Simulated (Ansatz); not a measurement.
Task: Name a neutral molecule of B, Br, C, N, O and H with HOMO–LUMO gap (PBE0/def2-TZVPP) between 8.55 and 8.85 eV and LUMO energy (PBE0/def2-TZVPP) between 0.85 and 1.15 eV (Ansatz, PBE0-D4/def2-TZVP geometry).

Result: `COB(N)Br` (8.65 eV, 0.89 eV). Other molecules can fit too; these were computed, each in one conformer that needn't be the lowest.
